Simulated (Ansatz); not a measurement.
The same path of C3H4BrCl (9 atoms, charge 0, multiplicity 1) was run twice with different band settings. Lost on the way: C3–H9. Made: C1–H9.

These are results of Ansatz 0.2.0, RKS r2SCAN-D4/def2-SVP, not measurements.

Relaxed end points:

```xyz
9
Properties=species:S:1:pos:R:3
C 0.035 0.620 1.328
C -0.500 0.018 0.260
C 0.314 -0.429 -0.897
Cl 0.092 -2.181 -1.191
Br -0.187 0.602 -2.506
H -0.589 0.938 2.167
H 1.111 0.816 1.398
H -1.575 -0.178 0.187
H 1.388 -0.251 -0.764
```

```xyz
9
Properties=species:S:1:pos:R:3
C 0.390 0.188 1.155
C -0.362 0.351 -0.122
C -0.223 -0.401 -1.224
Cl 0.886 -1.726 -1.353
Br -1.246 -0.086 -2.787
H -0.305 0.018 1.994
H 0.952 1.107 1.393
H -1.102 1.156 -0.183
H 1.097 -0.651 1.110
```

Common settings: movable images 7; climbing image yes; spring 5.0 eV/Å²; optimiser quadratic models (default); start path through a guess of the saddle point; iteration limit 60; end points relaxed.

| run | force threshold |
| --- | --- |
| 1 | 0.03 eV/Å |
| 2 | 0.2 eV/Å |

Q: What does each run give, and how far can it be trusted?

A: Run 1: converged after 14 iterations, highest image 3.555 eV above the first end. Neighbouring images differ by up to 1.8 eV, so the band resolves the path poorly. A vibrational analysis at the climbing image gives one clearly imaginary mode, 1763i cm⁻¹: a first-order saddle point.
Run 2: converged after 12 iterations, highest image 3.556 eV above the first end. The threshold of 0.2 eV/Å is loose, so the images may lie well off the minimum-energy path. Neighbouring images differ by up to 1.8 eV, so the band resolves the path poorly. Another band between the same ends (7 images) ends at a top of the same energy, where a vibrational analysis finds 1 clearly imaginary mode.
The orbitals stay closed-shell, which can raise the energy where a bond breaks towards radicals; this wasn't checked here.
